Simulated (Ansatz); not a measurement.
Relaxation of C3H11NO3Si (19 atoms, charge 0, multiplicity 1), to a largest force component of 0.02 eV/Å in at most 40 steps.

Method: RKS PBE-D4/STO-3G in Ansatz 0.2.0.

```xyz
19
Properties=species:S:1:pos:R:3
Si 0.000 0.000 0.000
O 0.000 0.000 1.680
C -1.111 -0.344 2.494
H -1.814 -0.978 1.914
H -0.758 -0.904 3.386
H -1.631 0.581 2.821
O 1.584 0.000 -0.559
C 2.350 -1.163 -0.836
H 1.719 -1.905 -1.367
H 3.218 -0.893 -1.473
H 2.714 -1.602 0.116
O -0.791 1.371 -0.559
C -2.151 1.418 -0.965
H -2.769 0.822 -0.261
H -2.502 2.471 -0.964
H -2.247 0.998 -1.988
N -0.857 -1.485 -0.606
H -1.392 -2.101 0.070
H -0.822 -1.734 -1.636
```

Problem. Where does it end, and by what steps?

Solution. The forces met the threshold. The force dipped under the threshold on the way, but the program's further checks kept it going. Limits of this set-up: minimal basis. After 37 steps the energy has fallen by 1.197 eV; H14 moved furthest, 0.82 Å.

| step | energy less start (eV) | largest force component (eV/Å) | accepted |
| --- | --- | --- | --- |
| 0 | 0.0000 | 3.761 | yes |
| 2 | -0.9841 | 0.486 | yes |
| 4 | -1.0834 | 0.207 | yes |
| 6 | -1.0971 | 1.819 | no |
| 8 | -1.1455 | 0.881 | yes |
| 10 | -1.1716 | 0.640 | yes |
| 12 | -1.1561 | 0.546 | no |
| 14 | -1.1880 | 0.061 | yes |
| 16 | -1.1887 | 0.021 | yes |
| 18 | -1.1891 | 0.082 | yes |
| 20 | -1.1902 | 0.038 | yes |
| 22 | -1.1892 | 0.106 | no |
| 24 | -1.1917 | 0.075 | yes |
| 26 | -1.1929 | 0.067 | yes |
| 28 | -1.1920 | 0.291 | no |
| 30 | -1.1941 | 0.007 | yes |
| 32 | -1.1954 | 0.070 | yes |
| 34 | -1.1963 | 0.041 | yes |
| 36 | -1.1966 | 0.025 | yes |
| 37 | -1.1966 | 0.013 | yes |

```xyz
19
Properties=species:S:1:pos:R:3
Si -0.180 -0.118 -0.006
O 0.292 -0.450 1.625
C -0.884 -0.365 2.506
H -1.663 -1.140 2.289
H -0.526 -0.532 3.548
H -1.390 0.633 2.477
O 1.294 0.083 -0.894
C 2.140 -1.111 -0.741
H 1.695 -2.038 -1.190
H 3.094 -0.910 -1.282
H 2.398 -1.346 0.322
O -0.957 1.417 -0.073
C -2.067 1.413 -1.038
H -2.677 0.475 -1.004
H -2.728 2.275 -0.789
H -1.719 1.553 -2.094
N -1.299 -1.404 -0.595
H -0.979 -2.323 -0.165
H -1.105 -1.561 -1.629
```

Whether the end is a true minimum wasn't checked by a vibrational analysis.

The run took 4.1 min on 1 thread of Arm Neoverse V1, on a shared host, peak memory 0.17 GiB.
